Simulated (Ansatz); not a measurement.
Relaxation of BClF$_{3}$H (6 atoms, charge 0, multiplicity 1), to a largest force component of 0.03 eV/Å in at most 50 steps.

Level of theory: RKS PBE0-D4/def2-SVP in Ansatz.

```xyz
6
Properties=species:S:1:pos:R:3
B 0.002 0.268 -0.034
F 0.010 0.412 1.279
F 1.132 0.298 -0.693
F -1.139 0.169 -0.665
Cl 0.072 -2.627 0.954
H 0.061 -1.635 1.841
```

Problem. Where does it end, and by what steps?

Solution. The forces met the threshold. After 9 steps the energy has fallen by 0.050 eV; H6 moved furthest, 0.34 Å.

| step | energy less start (eV) | largest force component (eV/Å) | accepted |
| --- | --- | --- | --- |
| 0 | 0.0000 | 0.991 | yes |
| 1 | -0.0261 | 0.666 | yes |
| 2 | -0.0215 | 1.177 | no |
| 3 | -0.0398 | 0.415 | yes |
| 4 | -0.0460 | 0.045 | yes |
| 5 | -0.0486 | 0.145 | yes |
| 6 | -0.0475 | 0.358 | no |
| 7 | -0.0498 | 0.046 | yes |
| 8 | -0.0500 | 0.035 | yes |
| 9 | -0.0500 | 0.008 | yes |

```xyz
6
Properties=species:S:1:pos:R:3
B -0.005 0.300 -0.054
F -0.011 0.602 1.229
F 1.132 0.236 -0.702
F -1.141 0.173 -0.695
Cl 0.081 -2.502 0.876
H 0.082 -1.924 2.027
```

Whether the end is a true minimum wasn't checked by a vibrational analysis.

Time of the run: 29 s on 1 thread of Arm Neoverse V1, on a shared host, peak memory 0.15 GiB.
